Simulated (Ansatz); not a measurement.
Born–Oppenheimer molecular dynamics of FH5O4Si (11 atoms, charge 0, multiplicity 1). It starts at the highest image of a converged band, a first-order saddle point between two minima.

Level of theory: RKS PBE/def2-SVP (Ansatz).

| Quantity | Value |
| --- | --- |
| ensemble | NVE (velocity Verlet) |
| time step | 0.5 fs |
| steps asked | 200 |
| starting velocities drawn for | 100 K |
| seed | 4834 |

First frame:

```xyz
11
Properties=species:S:1:pos:R:3
Si 0.191 0.217 -0.013
F -0.611 0.176 1.881
O 1.616 -0.022 -0.888
H 1.613 -0.901 -1.306
O -0.856 1.314 -0.693
H -1.592 0.880 -1.157
O -0.382 -1.367 -0.092
H -1.001 -1.557 0.636
O 1.070 1.359 1.105
H 2.019 1.127 1.136
H 0.327 0.901 1.906
```

(1) How far do the bonds stretch over the last three quarters of this one trajectory? (Pairs bonded in most of those frames.)

## Answers

(1) 
```csv
bond,mean (Å),spread (Å),shortest,longest
Si1–O3,1.673,0.019,1.64,1.70
Si1–O5,1.665,0.019,1.63,1.70
Si1–O7,1.675,0.019,1.63,1.70
Si1–O9,1.719,0.034,1.68,1.82
F2–H11,0.989,0.038,0.95,1.11
O3–H4,0.974,0.010,0.96,0.99
O5–H6,0.973,0.007,0.96,0.98
O7–H8,0.980,0.005,0.97,0.99
O9–H10,0.976,0.003,0.97,0.98
```

Mean temperature of the second half: 526 K. The conserved energy stayed within 0.031 meV per atom of its start (net change 0.026 meV per atom), so the integration is sound. The kinetic energy rose, since the run started high on the potential surface and went downhill. It ends in pieces (FH + H4O4Si), so much of that is their flight and rotation, not heat. A run of 0.1 ps of so small a system gives no equilibrium averages. The orbitals stay closed-shell, which can raise the energy where a bond breaks towards radicals; this wasn't checked here.

Time of the run: 3.5 min on 4 threads of Arm Neoverse V1, with other jobs on the host, peak memory 0.15 GiB.
